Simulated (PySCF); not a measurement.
C4H12AlN.
SMILES: `C/C=C/[CH2][AlH2-][NH3+]`

A linear-response calculation (PySCF, def2-SVPD basis, gas phase, vertical, core orbitals frozen in the response) gave these numbers; the functional is withheld.

Orbital energies (eV): HOMO-3 -11.38, HOMO-2 -10.18, HOMO-1 -9.31, HOMO -7.89, LUMO 1.41, LUMO+1 2.02, LUMO+2 2.33.

```json
{"state": "S1", "E (eV)": "5.64", "f": "0.030", "main configurations (H = HOMO, L = LUMO)": "H→L (75%), H→L+1 (16%)"}
{"state": "S2", "E (eV)": "5.87", "f": "0.314", "main configurations (H = HOMO, L = LUMO)": "H→L+1 (74%), H→L (12%)"}
{"state": "S3", "E (eV)": "6.48", "f": "0.038", "main configurations (H = HOMO, L = LUMO)": "H→L+2 (68%), H→L+3 (16%)"}
{"state": "S4", "E (eV)": "6.67", "f": "0.028", "main configurations (H = HOMO, L = LUMO)": "H-1→L (56%), H→L+4 (13%), H-1→L+2 (12%)"}
{"state": "S5", "E (eV)": "6.72", "f": "0.0040", "main configurations (H = HOMO, L = LUMO)": "H→L+4 (43%), H-1→L (16%), H→L+3 (14%)"}
{"state": "S6", "E (eV)": "6.88", "f": "0.0021", "main configurations (H = HOMO, L = LUMO)": "H→L+5 (52%), H→L+3 (26%)"}
```

Triplets, Tamm–Dancoff:

```tsv
state	E (eV)	λ (nm)	main configurations (H = HOMO, L = LUMO)
T1	4.03	308.0	H→L+1 (80%)
T2	5.59	221.7	H→L (85%)
T3	6.29	197.0	H→L+2 (62%), H→L+3 (14%)
T4	6.46	191.9	H-1→L (56%), H-1→L+2 (26%)
```

Vertical ionisation energy by ΔSCF with the same functional: 7.97 eV. Mean static polarisability: 94.5 au.

Question: Name the functional.
A. wB97X-D
B. B3LYP
C. HF
D. PBE

Answer: A. wB97X-D is range-separated, 22% exact exchange at short range and 100% at long range (ω = 0.2 bohr⁻¹). In this run −ε(HOMO) = 7.89 eV differs from the ΔSCF value by -0.09 eV, and S1 differs from the orbital gap of 9.29 eV by -3.65 eV. The ratio −ε(HOMO)/IP is 0.99. Usual ranges for neutral molecules in this basis: 0.89 to 0.99 with wB97X-D, 0.5 to 0.7 with PBE, 0.67 to 0.83 with B3LYP; with Hartree–Fock the ratio is 1 or more (Koopmans' value less the relaxation energy is the ΔSCF value). The other options: PBE, a GGA without exact exchange; HF, time-dependent Hartree–Fock, 100% exact exchange; B3LYP, a global hybrid with 20% exact exchange.

Theory: TDDFT wB97X-D/def2-SVPD, vertical, gas phase, core orbitals frozen in the response in PySCF. The structure is a single PBE0-D3(BJ)/def2-SVP conformer in the gas phase; no vibrational or solvent corrections.

Hardware: Arm Neoverse V1, one thread (shared host). Cost: 80 s.

Conformer computed: `[CH3:1]/[CH:2]=[CH:3]/[CH2:4][AlH2-:5][NH3+:6]`: C2–C3–C4–Al5 97°, C3–C4–Al5–N6 -47°.
